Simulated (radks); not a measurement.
Q: Isoelectronic series with 24 electrons, each ion in its NIST ground configuration. All-electron calculation, Dirac Kohn-Sham, BLYP, spin-unpolarised, spherical densities, point nucleus; open shells fill j = l - 1/2 first. Program: a radial shooting solver on a logarithmic mesh with Libxc functionals. Total energies (hartree) and orbital eigenvalues (hartree):

ion    configuration  E (hartree)      3d5/2      3d3/2
Cr      [Ar] 3d5 4s1  -1050.84479   -0.10249   -0.10533
Mn+     [Ar] 3d5 4s1  -1158.32645   -0.54299   -0.54741
Fe2+        [Ar] 3d6  -1271.88613   -0.94238   -0.94818
Co3+        [Ar] 3d6  -1391.25476   -1.65456   -1.66269
Ni4+        [Ar] 3d6  -1516.46703   -2.50854   -2.51951
Cu5+        [Ar] 3d6  -1647.52127   -3.49361   -3.50801
Zn6+        [Ar] 3d6  -1784.42389   -4.60376   -4.62225
Ga7+        [Ar] 3d6  -1927.18619   -5.83529   -5.85861
Ge8+        [Ar] 3d6  -2075.82282   -7.18578   -7.21474
As9+        [Ar] 3d6  -2230.35089   -8.65355   -8.68905
Se10+       [Ar] 3d6  -2390.78958  -10.23737  -10.28041
Br11+       [Ar] 3d6  -2557.15975  -11.93633  -11.98798
Kr12+       [Ar] 3d6  -2729.48387  -13.74972  -13.81117
Rb13+       [Ar] 3d6  -2907.78581  -15.67698  -15.74952
Sr14+       [Ar] 3d6  -3092.09082  -17.71768  -17.80269
Zr16+       [Ar] 3d6  -3478.81767  -22.13801  -22.25255
Nb17+       [Ar] 3d6  -3681.29655  -24.51709  -24.64893
Mo18+       [Ar] 3d6  -3889.89255  -27.00851  -27.15949
Tc19+       [Ar] 3d6  -4104.63744  -29.61208  -29.78419
Rh21+       [Ar] 3d6  -4552.70739  -35.15516  -35.37596
Pd22+       [Ar] 3d6  -4786.10257  -38.09444  -38.34309

Estimate the row of Ru20+ ([Ar] 3d6).

A: E (hartree) -4325.56426; 3d5/2 -32.32767; 3d3/2 -32.52301.
